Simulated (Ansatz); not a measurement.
Geometry optimisation, RKS PBE-D4/def2-SVP (Ansatz).

The input (input.yaml):

```yaml
crystal:
  periodic: [false, false, false]
  atoms:
    - { symbol: Al, position_ang: [-0.103409, 0.582172, -0.142589] }
    - { symbol: H, position_ang: [0.038209, -0.256604, 2.481911] }
    - { symbol: O, position_ang: [1.441191, -0.126546, -0.358138] }
    - { symbol: H, position_ang: [1.639315, -0.814923, -1.010243] }
    - { symbol: O, position_ang: [-1.603855, -0.016596, -0.71311] }
    - { symbol: H, position_ang: [-1.727317, -0.860776, -1.17481] }
    - { symbol: S, position_ang: [-0.16706, 2.592794, 0.841001] }
    - { symbol: H, position_ang: [1.18411, 2.53492, 1.029439] }
    - { symbol: H, position_ang: [-0.082682, 0.438058, 2.309539] }
basis:
  gaussian: { orbitals: def2-SVP }
hamiltonian:
  xc: pbe
  dispersion: d4
relax:
  f_tol: 0.03
  max_steps: 50
output:
  orbitals: {}
```

Command:

```bash
$ ansatz run input.yaml --threads 2 --pin off --max-ram 3072MiB --backend cpu --events-out ev --progress --plain --runs-dir out
```

Q: Where does it end, and by what steps?

A: The run converged. After 9 steps the energy has fallen by 0.107 eV; H2 moved furthest, 0.42 Å.

| step | energy less start (eV) | largest force component (eV/Å) | accepted |
| --- | --- | --- | --- |
| 0 | 0.0000 | 1.899 | yes |
| 1 | -0.0866 | 0.246 | yes |
| 2 | -0.0924 | 0.181 | yes |
| 3 | -0.0984 | 0.087 | yes |
| 4 | -0.1028 | 0.129 | yes |
| 5 | -0.1037 | 0.335 | yes |
| 6 | -0.1049 | 0.168 | yes |
| 7 | -0.1071 | 0.034 | yes |
| 8 | -0.1069 | 0.097 | no |
| 9 | -0.1073 | 0.016 | yes |

```xyz
9
Properties=species:S:1:pos:R:3
Al -0.067 0.652 -0.074
H -0.092 -0.513 2.180
O 1.487 -0.021 -0.350
H 1.670 -0.839 -0.836
O -1.580 0.003 -0.543
H -1.734 -0.851 -0.971
S -0.127 2.689 0.731
H 1.231 2.701 0.850
H -0.169 0.252 2.275
```

Whether the end is a true minimum wasn't checked by a vibrational analysis.

The run took 14 s on 2 threads of Arm Neoverse V2 (shared host), peak memory 0.13 GiB.
